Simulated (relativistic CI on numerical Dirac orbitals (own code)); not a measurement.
## Calculated levels, I6+

Computed by Dirac-Coulomb-Breit CI, KLI orbitals optimised for each configuration, a model potential for QED, unscaled Slater integrals (own radial code, finite nucleus).

Configurations in the expansion (outside the closed core [Kr]): 4d10 5s, 4d10 5p, 4d10 5d, 4d10 5f, 4d10 4f, 4d10 5g, 4d10 6s, 4d10 6p, 4d9 5s2, 4d9 5s 4f, 4d10 6d, 4d10 7s, 4d9 5s 5p, 4d10 7p, 4d10 6f, 4d10 7d, 4d10 8s, 4d10 9s, 4d9 5s 5d, 4d9 5s 6s, 4d9 5s 6p, 4d9 5s 6d. Double excitations out of closed p, d and f shells are left out; levels of such configurations are missing from the list, as are those of other unlisted configurations, and high levels can miss mixing partners.

The lowest level is 4d10 5s 2S_1/2, with 100 % of that term; Hund's rules for 4d10 5s give 2S with J = 1/2, in agreement.

```
No.  Configuration  Term    J   E (eV)    %  Next component (%)  Landé g
  1        4d10 5s    2S  1/2   0.0000  100                        2.002
  2        4d10 5p   2P°  1/2  12.3678   99                        0.666
  3        4d10 5p   2P°  3/2  14.1712   99                        1.334
  4        4d10 5d    2D  3/2  33.1713  100                        0.799
  5        4d10 5d    2D  5/2  33.4337  100                        1.200
  6        4d10 4f   2F°  5/2  33.5077  100                        0.856
  7        4d10 4f   2F°  7/2  33.5080  100                        1.143
  8        4d10 6s    2S  1/2  40.4742  100                        2.002
  9        4d9 5s2    2D  5/2  45.5289  100                        1.200
 10        4d10 6p   2P°  1/2  45.5402  100                        0.666
 11        4d10 6p   2P°  3/2  46.2294  100                        1.334
 12        4d9 5s2    2D  3/2  47.2423  100                        0.799
 13        4d10 5f   2F°  5/2  53.1315  100                        0.857
 14        4d10 5f   2F°  7/2  53.1584  100                        1.143
 15        4d10 6d    2D  3/2  54.3923  100                        0.799
 16        4d10 6d    2D  5/2  54.5102  100                        1.200
 17      4d9 5s 5p   4P°  5/2  54.8679   84              12 4D°    1.549
 18      4d9 5s 5p   4F°  5/2  55.8032   52              38 2F°    1.008
 19      4d9 5s 5p   4F°  7/2  55.8802   69              16 2F°    1.251
 20      4d9 5s 5p   4P°  3/2  56.0102   62              18 4D°    1.463
 21      4d9 5s 5p   4F°  3/2  56.8052   85              12 4P°    0.578
 22      4d9 5s 5p   4F°  9/2  56.8695  100                        1.333
 23      4d9 5s 5p   4P°  1/2  57.2839   80              13 4D°    2.175
 24        4d10 7s    2S  1/2  57.5094  100                        2.002
 25      4d9 5s 5p   2F°  5/2  57.6991   56              22 4F°    1.013
 26      4d9 5s 5p   2D°  3/2  57.8143   55              23 2P°    1.089
 27      4d9 5s 5p   4D°  7/2  58.0324   78              17 2F°    1.370
 28      4d9 5s 5p   2D°  5/2  58.2616   43              34 4D°    1.241
 29      4d9 5s 5p   2P°  3/2  58.4499   60              27 4D°    1.220
 30      4d9 5s 5p   2P°  1/2  58.5886   86              12 4D°    0.612
```

Energies count from the lowest computed level; ° marks odd parity.

The mean weight of the leading LS term, summed over parents, in these 30 levels is 87 %, and that of the leading jj configuration (from the same eigenvectors) 84 %.

At this charge configurations can still be misplaced by up to about 7 % of their energy. Levels and lines within the n = 5 or 6 shells can be off by up to 10 % or somewhat more, and those that change n by about 2 %, since core polarisation is missing. 4 of the 4 excited levels that our extract of the measured tables holds in this range could be paired (the sources list more); they are missed by 5983 cm⁻¹ on average and 6589 at most, and levels without a partner can miss by more.

LS names give the leading component of a level, which can be under half, so a name can repeat, a term be missing and a line seem to break the LS rules.
